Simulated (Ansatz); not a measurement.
`CN[BH][GeH3]` + H₂O → `CNBO` + GeH₄  (formal hydrolysis of a B–Ge bond)

Gas-phase electronic energies from Ansatz, PBE0-D4/def2-TZVP geometries. CCSD(T)/CBS adds triple-zeta CCSD(T) − MP2 to the extrapolated MP2 energy (def2 sets, frozen cores). This one scheme is used for every species. For Ge outer-core shells are correlated without core-valence functions, which leaves a few kJ/mol of doubt a bond. Scalar relativity is left out up to krypton. One conformer a species, not always the lowest.

`CN[BH][GeH3]`:

Z-matrix (Å, degrees):
```
C
N 1 1.445
H 1 1.089 2 109.6
H 1 1.094 2 111.2 3 119.7
H 1 1.094 2 111.2 3 -119.7
B 2 1.383 1 129.4 3 0.2
H 2 1.010 1 113.1 3 -179.8
Ge 6 2.066 2 125.2 1 -0.0
H 6 1.200 2 116.7 1 -180.0
H 8 1.542 6 110.4 2 121.9
H 8 1.545 6 116.3 2 0.5
H 8 1.542 6 110.4 2 -120.9
```

H₂O:

Z-matrix (Å, degrees):
```
O
H 1 0.960
H 1 0.960 2 105.1
```

`CNBO`:

Cartesian coordinates in Å:
```
C -0.047 0.507 1.394
N -0.291 0.432 -0.023
B 0.181 -0.553 -0.891
O -0.148 -0.472 -2.222
H -0.975 0.465 1.973
H 0.573 -0.338 1.695
H 0.483 1.425 1.672
H -0.860 1.174 -0.401
H 0.862 -1.449 -0.464
H 0.222 -1.191 -2.734
```

GeH₄:

Cartesian coordinates in Å:
```
Ge 0.000 0.000 0.000
H 0.425 -1.152 0.919
H 0.960 0.082 -1.193
H 0.042 1.319 0.782
H -1.426 -0.249 -0.507
```

| species | HF/def2-QZVPP energy (Eh) |
| --- | --- |
| `CN[BH][GeH3]` | -2197.13869 |
| H₂O | -76.06663 |
| `CNBO` | -195.53998 |
| GeH₄ | -2077.72178 |

Problem. Work out ΔE.

Solution. ΔE = (-195.53998) + (-2077.72178) − (-2197.13869) − (-76.06663) = -0.05644 Eh = -148.2 kJ/mol. CCSD(T)/CBS gives -109.7 kJ/mol.

Largest T1 diagnostic among the species: 0.013.

The D4 term adds +7.0 kJ/mol with B3LYP and +3.9 kJ/mol with PBE0; it sums over pairs of atoms, weighted by their polarisabilities, and B3LYP, whose exchange is more repulsive, gets the larger term. From PBE to PBE0 (25 % exact exchange), in def2-TZVPP and without D4, ΔE moves by −4.0 kJ/mol.

B3LYP here is the variant with VWN-RPA as its local correlation; programs differ in this.
